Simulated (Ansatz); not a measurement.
Geometry optimisation, Ansatz, RKS B3LYP-D4/def2-SVP.

Input:

```yaml
crystal:
  periodic: [false, false, false]
  atoms:
    - { symbol: F, position_ang: [0.6205, 2.3101, 0.4229] }
    - { symbol: C, position_ang: [-0.1223, 1.1934, 0.1069] }
    - { symbol: "N", position_ang: [0.7001, 0.0429, 0.3641] }
    - { symbol: Al, position_ang: [-0.1215, -1.5815, -0.0367] }
    - { symbol: H, position_ang: [-0.4108, 1.2209, -0.9825] }
    - { symbol: H, position_ang: [-1.0306, 1.1736, 0.7408] }
    - { symbol: H, position_ang: [1.5813, 0.0931, -0.2631] }
    - { symbol: H, position_ang: [-0.7173, -1.8227, -1.5143] }
    - { symbol: H, position_ang: [-0.4109, -2.676, 1.1449] }
basis:
  gaussian: { orbitals: def2-SVP }
hamiltonian:
  xc: b3lyp
  dispersion: d4
relax:
  f_tol: 0.015
  max_steps: 40
```

Command:

```bash
$ ansatz run input.yaml --threads 1 --pin off --max-ram 2048MiB --backend cpu --events-out ev --progress --plain --runs-dir out
```

**Question.** Where does it end, and by what steps?

**Answer.** The forces met the threshold. After 16 steps the energy has fallen by 0.974 eV; H8 moved furthest, 1.59 Å.

```csv
step,energy less start (eV),largest force component (eV/Å),accepted
0,0.0000,1.567,yes
1,-0.2013,0.825,yes
2,-0.2587,0.475,yes
3,-0.3161,0.530,yes
4,-0.3549,0.701,yes
5,-0.3953,0.506,yes
6,-0.4411,0.809,yes
7,-0.4980,0.699,yes
8,-0.5523,0.596,yes
9,-0.6549,0.472,yes
10,-0.7654,0.404,yes
11,-0.8573,0.332,yes
12,-0.9292,0.166,yes
13,-0.9664,0.156,yes
14,-0.9734,0.036,yes
15,-0.9739,0.030,yes
16,-0.9739,0.015,yes
```

```xyz
9
Properties=species:S:1:pos:R:3
F 1.023 1.565 1.070
C -0.011 1.226 0.196
N 0.260 0.030 -0.517
Al -0.209 -1.638 -0.051
H -0.139 2.090 -0.482
H -0.923 1.105 0.806
H 0.932 0.175 -1.269
H 0.371 -2.817 -0.928
H -1.214 -1.783 1.159
```

The run took 33 s on 1 thread of Intel(R) Xeon(R) 6975P-C (Granite Rapids), on a shared host, peak memory 0.17 GiB.
